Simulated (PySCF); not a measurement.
ClCu (SMILES [Cl][Cu]), singlet, at a GFN2-xTB geometry (such geometries of metal compounds can be far from the true shape); PBE/6-31G** (PySCF).

Input for PySCF:
```python
from pyscf import gto, scf, dft

mol = gto.M(
    atom='''
Cu   -0.000000   -0.000000   -0.757813
Cl    0.000000    0.000000    1.292741
''',
    basis='6-31g**',
    charge=0,
    spin=0,
    verbose=4,
)

mf = dft.RKS(mol)
mf.xc = 'pbe'
mf.kernel()
```

It wrote (shortened):

```
PySCF version 2.14.0

[INPUT] verbose = 4
[INPUT] num. atoms = 2
[INPUT] num. electrons = 46
[INPUT] charge = 0
[INPUT] spin (= nelec alpha-beta = 2S) = 0
[INPUT] symmetry False subgroup None
[INPUT] Mole.unit = angstrom
[INPUT] Symbol           X                Y                Z      unit          X                Y                Z       unit  Magmom
[INPUT]  1 Cu     0.000000000000   0.000000000000  -0.757813000000 AA    0.000000000000   0.000000000000  -1.432059023635 Bohr   0.0
[INPUT]  2 Cl     0.000000000000   0.000000000000   1.292741000000 AA    0.000000000000   0.000000000000   2.442926439996 Bohr   0.0

nuclear repulsion = 127.226283718234
number of shells = 20
number of NR pGTOs = 148
number of NR cGTOs = 52
basis = 6-31g**
ecp = {}

******** <class 'pyscf.dft.rks.RKS'> ********
method = RKS
initial guess = minao
damping factor = 0
level_shift factor = 0
DIIS = <class 'pyscf.scf.diis.CDIIS'>
diis_start_cycle = 1
diis_space = 8
diis_damp = 0
SCF conv_tol = 1e-09
SCF conv_tol_grad = None
SCF max_cycles = 50
direct_scf = True
direct_scf_tol = 1e-13
XC library pyscf.dft.libxc version 7.1.2
    S. Lehtola, C. Steigemann, M. J. T. Oliveira, and M. A. L. Marques,  SoftwareX 7, 1–5 (2018)
XC functionals = pbe
    J. P. Perdew, K. Burke, and M. Ernzerhof,  Phys. Rev. Lett. 77, 3865 (1996)
    J. P. Perdew, K. Burke, and M. Ernzerhof,  Phys. Rev. Lett. 78, 1396 (1997)
    J. P. Perdew, K. Burke, and M. Ernzerhof,  Phys. Rev. Lett. 77, 3865 (1996)
    J. P. Perdew, K. Burke, and M. Ernzerhof,  Phys. Rev. Lett. 78, 1396 (1997)
radial grids:
    Treutler-Ahlrichs [JCP 102, 346 (1995); DOI:10.1063/1.469408] (M4) radial grids

becke partition: Becke, JCP 88, 2547 (1988); DOI:10.1063/1.454033
pruning grids: <function nwchem_prune>
grids dens level: 3
symmetrized grids: False
atomic radii adjust function: <function treutler_atomic_radii_adjust>
small_rho_cutoff = 0
Set gradient conv threshold to 3.16228e-05
Initial guess from minao.
tot grids = 39520
init E= -2099.60968662326

WARN: HOMO -0.00499370830145935 == LUMO -0.00499370830145239

cycle= 1 E= -2086.69491741082  delta_E= 12.9  |g|= 7.26  |ddm|= 4.64
  HOMO = -1.07498542133577  LUMO = -0.97968816727408  gap/eV = 2.59317
cycle= 2 E= -2081.65264439871  delta_E= 5.04  |g|=  7.1  |ddm|= 9.88
  HOMO = -0.704301511825343  LUMO = -0.373825264124187  gap/eV = 8.99272
cycle= 3 E= -2098.62090153558  delta_E=  -17  |g|= 2.22  |ddm|= 8.99
  HOMO = -0.108343067913881  LUMO = 0.0104610920570103  gap/eV = 3.23283
cycle= 4 E= -2092.29688625435  delta_E= 6.32  |g|= 3.41  |ddm|= 5.37
  HOMO = -0.281825873695731  LUMO = -0.104728658008735  gap/eV = 4.81906
cycle= 5 E= -2099.75081083682  delta_E= -7.45  |g|=  1.2  |ddm|= 3.73
  HOMO = -0.223917639298077  LUMO = -0.170231546305683  gap/eV = 1.46087
cycle= 6 E= -2099.76037190308  delta_E= -0.00956  |g|= 1.05  |ddm|= 0.796
  HOMO = -0.222715250824951  LUMO = -0.164043620419773  gap/eV = 1.59654
cycle= 7 E= -2099.8002641467  delta_E= -0.0399  |g|= 0.943  |ddm|= 0.131
  HOMO = -0.140346996926285  LUMO = -0.128755802893757  gap/eV = 0.31541
cycle= 8 E= -2099.92893592814  delta_E= -0.129  |g|= 0.218  |ddm|= 0.991
  HOMO = -0.170579849601578  LUMO = -0.143060096011367  gap/eV = 0.74885
cycle= 9 E= -2099.93304106107  delta_E= -0.00411  |g|= 0.216  |ddm|= 0.483
  HOMO = -0.15155820939214  LUMO = -0.134139306281844  gap/eV = 0.47399
cycle= 10 E= -2099.9406832658  delta_E= -0.00764  |g|= 0.0183  |ddm|= 0.224
  HOMO = -0.151419531868041  LUMO = -0.1335118941515  gap/eV = 0.48729
cycle= 11 E= -2099.94072819102  delta_E= -4.49e-05  |g|= 0.0135  |ddm|= 0.0323
  HOMO = -0.150620018982664  LUMO = -0.133381494548474  gap/eV = 0.46908
cycle= 12 E= -2099.94075716154  delta_E= -2.9e-05  |g|= 0.00196  |ddm|= 0.0153
  HOMO = -0.150768789084112  LUMO = -0.133453419635719  gap/eV = 0.47118
cycle= 13 E= -2099.94075781185  delta_E= -6.5e-07  |g|= 0.000336  |ddm|= 0.00229
  HOMO = -0.150757530529731  LUMO = -0.133448626185332  gap/eV = 0.47100
cycle= 14 E= -2099.94075782564  delta_E= -1.38e-08  |g|= 0.000122  |ddm|= 0.000876
  HOMO = -0.150753741066406  LUMO = -0.133447226834867  gap/eV = 0.47093
cycle= 15 E= -2099.94075783099  delta_E= -5.35e-09  |g|= 4.59e-05  |ddm|= 0.000446
  HOMO = -0.150750466192291  LUMO = -0.133445581923195  gap/eV = 0.47089
cycle= 16 E= -2099.94075783133  delta_E= -3.41e-10  |g|= 4.94e-06  |ddm|= 4.17e-05
  HOMO = -0.150748267242103  LUMO = -0.133444903414279  gap/eV = 0.47085
Extra cycle  E= -2099.94075783116  delta_E= 1.66e-10  |g|= 3.4e-05  |ddm|= 3.51e-05
converged SCF energy = -2099.94075783116
```
